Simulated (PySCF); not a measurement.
**Bonding in `CCCN(C)[SiH2]N(C)C`**

Species: C6H18N2Si.
Numbering: `[CH3:1][CH2:2][CH2:3][N:4]([CH3:5])[SiH2:6][N:7]([CH3:8])[CH3:9]` (hydrogens: H10, H11, H12 on C1; H13, H14 on C2; H15, H16 on C3; H17, H18, H19 on C5; H20, H21 on Si6; H22, H23, H24 on C8; H25, H26, H27 on C9)

Cartesian coordinates in Å at the PBE0-D3(BJ)/def2-SVP level; atoms count from 1:
```xyz
27
C6H18N2Si angstrom
C      2.6331    1.0955   -0.0015
C      2.8373   -0.4008    0.1600
C      1.6781   -1.1057    0.8637
N      0.3880   -0.9119    0.2379
C      0.2571   -1.4348   -1.1001
Si    -1.0408   -0.5367    1.1481
N     -2.0657    0.4898    0.2015
C     -1.5621    1.7094   -0.3759
C     -3.4950    0.3435    0.1304
H      3.5071    1.5752   -0.4672
H      1.7575    1.3085   -0.6332
H      2.4609    1.5831    0.9718
H      3.7522   -0.6005    0.7431
H      3.0125   -0.8625   -0.8269
H      1.6133   -0.7306    1.8992
H      1.9187   -2.1870    0.9411
H      0.4889   -2.5176   -1.1547
H      0.9211   -0.9188   -1.8170
H     -0.7738   -1.2893   -1.4567
H     -0.5143    0.0496    2.4242
H     -1.9261   -1.7011    1.4861
H     -0.4637    1.7306   -0.3222
H     -1.8436    1.7954   -1.4430
H     -1.9458    2.6134    0.1384
H     -4.0335    1.1380    0.6852
H     -3.8499    0.3831   -0.9177
H     -3.8056   -0.6242    0.5512
```

Bond orders from the PBE0/pcSseg-1 density (PySCF). Isolated species at its PBE0-D3(BJ)/def2-SVP geometry (one conformer only).

**Question.** How far do the computed orders between heavy atoms stray from the drawn ones?

**Answer.** The largest departure is 0.050, at N4–Si6 (drawn single, 0.950).

**Question.** Give the Mayer order of every bond between heavy atoms, beside its length.

**Answer.** 
```json
{"bond": "C1–C2", "drawn as": "single", "length (Å)": "1.519", "Mayer order": "1.045"}
{"bond": "C2–C3", "drawn as": "single", "length (Å)": "1.528", "Mayer order": "1.036"}
{"bond": "C3–N4", "drawn as": "single", "length (Å)": "1.447", "Mayer order": "0.961"}
{"bond": "N4–C5", "drawn as": "single", "length (Å)": "1.442", "Mayer order": "0.954"}
{"bond": "N4–Si6", "drawn as": "single", "length (Å)": "1.735", "Mayer order": "0.950"}
{"bond": "Si6–N7", "drawn as": "single", "length (Å)": "1.732", "Mayer order": "0.958"}
{"bond": "N7–C8", "drawn as": "single", "length (Å)": "1.440", "Mayer order": "0.955"}
{"bond": "N7–C9", "drawn as": "single", "length (Å)": "1.438", "Mayer order": "0.968"}
```

**Question.** And the bonds to hydrogen?

**Answer.** C–H: 0.95 to 0.97 (16 bonds); H–Si: 0.90 (2 bonds).

**Question.** Sum the orders of all bonds at each heavy atom with more than one neighbour and set the sums beside the valence in the SMILES.

**Answer.** C1 3.929 (drawn 4), C2 3.982 (drawn 4), C3 3.895 (drawn 4), N4 2.865 (drawn 3), C5 3.826 (drawn 4), Si6 3.708 (drawn 4), N7 2.881 (drawn 3), C8 3.828 (drawn 4), C9 3.853 (drawn 4). Orders between atoms that aren't bonded are not in these sums.

The Mayer order sums products of elements of PS (density times overlap matrix) between the two atoms' basis functions, so it depends on the basis set.
